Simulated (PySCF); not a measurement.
**Working out the ionisation energy of Al²⁺**

Al²⁺ [Ne] 3s1 (2S) → Al³⁺ [Ne] (1S). Computed with PySCF 2.14 in aug-cc-pCVTZ-DK with one added diffuse shell each of s, p, d, f type (9s8p6d4f, 91 functions), with the spin-free X2C one-electron Hamiltonian (Gaussian nucleus). Frozen: nothing. Energies in hartree (1 hartree = 27.21139 eV):

```
             part  Al²⁺ (lower)  Al³⁺ (upper)
              UHF   -241.464210   -240.431983
MP2 opposite-spin     -0.225624     -0.220570
    MP2 same-spin     -0.082093     -0.077371
```

Q: What does Hartree-Fock give?

A: (-240.431983) − (-241.464210) = 1.032227 hartree = 28.088 eV.

Q: What do MP2 and SCS-MP2 (6/5 opposite-spin, 1/3 same-spin) give?

A: The opposite-spin parts differ by 0.138 eV and the same-spin parts by 0.128 eV. MP2: 28.088 + (0.138) + (0.128) = 28.354 eV. SCS-MP2: 28.088 + 1.2 × (0.138) + (0.128)/3 = 28.296 eV.

Measured between the centres of the two terms (NIST): 28.448 eV, so MP2 (all electrons) is off by -0.094 eV.

What remains against the reference includes basis incompleteness and correlation beyond second order.
